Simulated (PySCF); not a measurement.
Input of a run (PBE0-D3(BJ)/def2-SVP geometry optimisation, gas phase, def2 core potentials past Kr (PySCF 2.14.0)), started from GFN2-xTB:
```
{"job": {"xc": "PBE0", "basis": "def2-SVP", "d3": "d3bj", "grid": 1, "maxiter": 30, "shake": 0.01, "kind": "geom"}, "charge": 0, "multiplicity": 1}
B      1.990860     0.841550     0.674090
Sn     1.350460    -0.698100    -0.741820
S     -0.591780    -1.768020     0.322730
C     -1.796950    -0.561570     0.445830
C     -1.868410     0.642600    -0.082650
H      2.716960     0.599010     1.512340
H      1.481140     1.915210     0.643480
H      2.324360    -2.056730    -0.943820
H      0.872600    -0.320620    -2.303240
H     -2.654450    -0.953550     1.044070
H     -2.729270     1.283040     0.084810
H     -1.055820     1.048920    -0.664860
```

Output (energies in Eh, forces in Eh/bohr):
```
step   0  E = -717.22332752  max force = 0.027669
step   1  E = -717.22980983  max force = 0.008581
step   2  E = -717.23052789  max force = 0.002237
step   3  E = -717.23045949  max force = 0.002624
step   4  E = -717.23061072  max force = 0.000679
step   5  E = -717.23062745  max force = 0.000329
step   6  E = -717.23063285  max force = 0.000588
step   7  E = -717.23063700  max force = 0.000702
step   8  E = -717.23064303  max force = 0.000285
optimisation converged
```

Q: Summarise the run.

A: The energy falls by 4.6 kcal/mol over 9 energy and gradient evaluations, the largest force component goes from 0.0277 to 2.8e-04 Eh/bohr, and the atoms move by 0.073 Å rms after alignment. The bond that changes most is B1–H6 (three-coordinate boron to B–H hydrogen), which lengthens by 0.071 Å. Bonds longer at the end by more than 0.005 Å: 9 of 11; shorter: 2. Among the angles that change most is H8–Sn2–H9, from 103.6° to 109.9°. The energy rose by more than 1e-6 Eh at step 3. The first step brought 89 % of the lowering.

Q: What are the final bond lengths?

A: B1–Sn2 2.249 Å, Sn2–S3 2.454 Å, S3–C4 1.756 Å, C4=C5 1.337 Å, B1–H6 1.206 Å, B1–H7 1.205 Å, Sn2–H8 1.712 Å, Sn2–H9 1.715 Å, C4–H10 1.097 Å, C5–H11 1.093 Å, C5–H12 1.094 Å. Numbering counts from 1 in the input's order; the species is `[BH2][SnH2][S]C=C`.

The run used 121 basis functions and 64 SCF cycles in all. Time: 45 s wall; peak memory 0.52 GiB. Hardware: one thread, Intel Xeon 6975P-C (x86_64), no GPU, shared host.

Whether it is a minimum is left open (no frequencies). One conformer, not necessarily the lowest.

The values belong to the conformer `[BH2:1][SnH2:2][S:3][CH:4]=[CH2:5]`: B1–Sn2–S3–C4 63°, Sn2–S3–C4–C5 6°.
